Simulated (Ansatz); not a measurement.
Basis-set extrapolation for C3H8AlN (`C[N]1C[CH2][AlH]1`) (PBE0-D4/def2-TZVP geometry, frozen core, the Gaussian-basis code of Ansatz). Multiplicity 1, RHF reference.

|  | def2-TZVPP | def2-QZVPP |
| --- | --- | --- |
| HF | -414.688886 | -414.704203 |
| MP2 correlation | -0.806436 | -0.858619 |
| CCSD(T) correlation | -0.885295 | not run |

Energies in hartree. Use E(X) = E(∞) + A·exp(−7.88·√X) for Hartree–Fock and E(X) = E(∞) + B·X^(−2.97) for correlation, with X = 3 and 4, and add CCSD(T) minus MP2 of the smaller set to the MP2 limit.

Task: What is the CCSD(T) energy at the basis-set limit?

Result: HF limit: -414.704203 + (-0.015317) × 0.13774 = -414.70631. MP2 limit: -0.858619 + (-0.052183) × 0.74074 = -0.89727. Higher-order term: -0.885295 − (-0.806436) = -0.07886. Total: -415.68244 hartree, 284.2 kJ/mol below CCSD(T)/def2-TZVPP.
